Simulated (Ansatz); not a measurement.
A single point on C2H10BNSi.

```yaml
crystal:
  periodic: [false, false, false]
  atoms:
    - {symbol: B, position_ang: [-0.933740, 0.566214, 0.970933]}
    - {symbol: C, position_ang: [-0.291636, -0.722419, 0.368432]}
    - {symbol: C, position_ang: [0.722384, -1.571159, 1.075936]}
    - {symbol: N, position_ang: [0.262407, 0.585680, -0.149088]}
    - {symbol: Si, position_ang: [-0.068709, 1.142748, -1.783347]}
    - {symbol: H, position_ang: [-0.548436, 0.949390, 2.041689]}
    - {symbol: H, position_ang: [-1.972892, 0.975526, 0.528599]}
    - {symbol: H, position_ang: [-0.809764, -1.244810, -0.434629]}
    - {symbol: H, position_ang: [1.474999, -1.992769, 0.400507]}
    - {symbol: H, position_ang: [0.215122, -2.403465, 1.569367]}
    - {symbol: H, position_ang: [1.231379, -0.999735, 1.857418]}
    - {symbol: H, position_ang: [1.171309, 0.798778, 0.239143]}
    - {symbol: H, position_ang: [0.011283, 2.622561, -1.798164]}
    - {symbol: H, position_ang: [0.935828, 0.581211, -2.725528]}
    - {symbol: H, position_ang: [-1.421534, 0.661548, -2.131967]}
basis:
  gaussian: {orbitals: def2-QZVPP}
correlation: {method: mp2}
```

```sh
$ ansatz run in.yaml --threads 4 --pin off --events-out ev --progress --plain --max-ram 10444MiB
```

Output, abridged:

```
Functional definition: HF
3516 factors; integrals over basis functions are off by at most 8.1e-4 eV
mean field evaluation 1: about -12232.2711 eV, gradient 4.1e1 eV
mean field evaluation 2: about -12232.4190 eV, gradient 4.1e1 eV
mean field evaluation 4: about -12237.1586 eV, gradient 5.2e0 eV
mean field evaluation 8: about -12237.2439 eV, gradient 2.9e-1 eV
mean field -12237.24420383 eV, -449.7104297887 hartree, gradient 1.2e-6 eV, S^2 0.000000; 0 other end points of the search recorded, 0 dependent functions left out
9 core orbitals not correlated: weight in the atoms' cores, before any rotation towards them, 1.000 or more for the frozen orbitals, at most 0.000 for the correlated occupied ones
reference -12237.24420383 eV, -449.7104297887 hartree; 15, 15 occupied and 574, 574 virtual orbitals, 3516 factors
second order -23.39353844 eV of doubles, -0.00000000 eV of singles
Total energy: -12260.63774227 eV, -450.5701264695 hartree
```

Run time 56 s (4 threads of an Arm Neoverse V1 on a shared host); peak host memory 5.4 GiB.
